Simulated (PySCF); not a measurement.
Members of the series Al-XY, Y = silyl; each row names its spin state. All species are isolated molecules in the gas phase. One relaxed conformer stands for each flexible species; it need not be the lowest. Strings in code marks are SMILES.

All values below come from PySCF with B3LYP-D3(BJ)/def2-TZVPD. B3LYP has the VWN-RPA correlation part, as in Gaussian. 

```
species                                                                                                       HOMO (eV)
-----------------------------------------------------------------------------------------------------------  ----------
X = silyl, multiplicity 1 (`[SiH3][Al-][SiH3]` (lower singlet))                                                   -0.61
X = mercapto, multiplicity 1 (`[SiH3][Al-][SH]` (lower singlet; Si–Al–S–H torsion 180°))                          -0.47
X = isocyano, multiplicity 1 (`[SiH3][Al-][N+]#[C-]` (lower singlet))                                             -0.65
X = AlH2, multiplicity 1 (`[AlH2][Al-][SiH3]` (singlet; the order of the spin states depends on the level))       -0.52
X = AlH2, multiplicity 3 (`[AlH2][Al-][SiH3]` (triplet; the order of the spin states depends on the level))           –
X = H, multiplicity 1 (`[SiH3][AlH-]` (lower singlet))                                                       (withheld)
```

Q: Some entries are withheld; supply them.

A: 
- X = H, multiplicity 1 (`[SiH3][AlH-]` (lower singlet)), HOMO (eV): -0.05
